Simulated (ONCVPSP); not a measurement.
## Pt: ONCV pseudisation with PBE, fully relativistic reference atom.

ONCVPSP 4.0.1 input, shortened (lines: element, Z, core and valence counts, functional; n l f; lmax; l rc ep ncon nbas qcut; lloc lpopt rc5 dvloc0; l nproj debl; icmod fcfact rcfact), PBE, fully relativistic:

```
  Pt 78.00    9    5        4      upf
    1    0    2.00
    2    0    2.00
    2    1    6.00
    3    0    2.00
    3    1    6.00
    3    2   10.00
    4    0    2.00
    4    1    6.00
    4    2   10.00
    4    3   14.00
    5    0    2.00
    5    1    6.00
    5    2    9.00
    6    0    0.50
    3
    0    1.50    0.00    3    6    6.10
    1    1.20    0.00    3    6    5.90
    2    2.25    0.00    5    9    5.60
    3    0.80    0.00    4    9   21.70
    4    5    0.60    0.00
    0    2    1.20
    1    2    3.60
    2    2    0.60
    3    2    1.80
    1    0.70    0.00
```

Open shells are filled in proportion to 2j + 1.

In the f channel the program set the typed energies aside and used -2.657, 0.250 Ha (j = l + 1/2; the other j can differ).

All-electron outer shells of the reference configuration (PBE, scalar-relativistic, ld1.x):

```
shell  level (eV)  outermost node (bohr)  outermost maximum (bohr)
   4d     -310.77                   0.20                      0.42
   5s     -105.78                   0.49                      0.87
   4f      -74.01                      –                      0.38
   5p      -60.01                   0.53                      0.98
   5d      -10.08                   0.57                      1.26
   6s       -9.16                   1.14                      2.35
```

(1) Does the potential have ghost states?

Answers

(1) Ghosts flagged at negative energy: s at -669.4 eV, p3/2 at -185.3 eV, d5/2 at -60.2 eV, p1/2 at -105.6 eV, d3/2 at -12.5 eV; no localised positive-energy state flagged. A true bound ghost makes a file unfit for plane-wave use.

Its largest configuration-test error is +1.9 meV (4f14 5s2 5p6 5d8 6s0). 1 of 4 tests not solved or not reliable.
